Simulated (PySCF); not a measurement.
A GIAO shielding run with PySCF 2.14.0 with density-fitted response routines (density fitting, non-relativistic, gas phase) on `CC#C[Si@@H](CC)S[SiH2]N`, C$_{5}$H$_{13}$NSSi$_{2}$:

```
$ OMP_NUM_THREADS=1 python probes_run.py task.json out

{"job": {"kind": "nmr", "xc": "PBE0", "basis": "pcSseg-1"}, "charge": 0, "multiplicity": 1}
C     -3.245373     1.466133     0.536662
C     -2.025017     0.707583     0.388738
C     -1.009907     0.065810     0.277572
Si     0.556497    -0.877744     0.032912
C      0.222209    -2.480504    -0.921823
C     -0.766120    -3.378146    -0.190756
S      1.915419     0.290121    -1.173946
Si     2.142088     2.094791    -0.018949
N      3.161936     3.233977    -0.800979
H     -3.744363     1.190957     1.465851
H     -3.020629     2.532518     0.555971
H     -3.914235     1.260294    -0.298956
H      1.187879    -1.103956     1.336724
H      1.156751    -3.020929    -1.080481
H     -0.169056    -2.244317    -1.912915
H     -0.382638    -3.655187     0.788883
H     -0.953736    -4.291106    -0.753586
H     -1.713288    -2.862770    -0.047193
H      0.829581     2.705757     0.114271
H      2.784574     1.739534     1.237619
H      2.837256     3.639864    -1.664826
H      4.139760     3.006704    -0.892237
```

Hardware: 1 thread of an Arm Neoverse N1, shared host. The job also computes population analyses, field gradients.

Problem. How large is the calculation?

Solution. 94 electrons, 239 basis functions and 1304 auxiliary functions.

Problem. How long does it take, and how much memory does it need?

Solution. 83 s of wall time, with 14 SCF cycles and 5 response iterations; peak memory 1.1 GiB. Times on a shared host scatter by some tens of per cent.
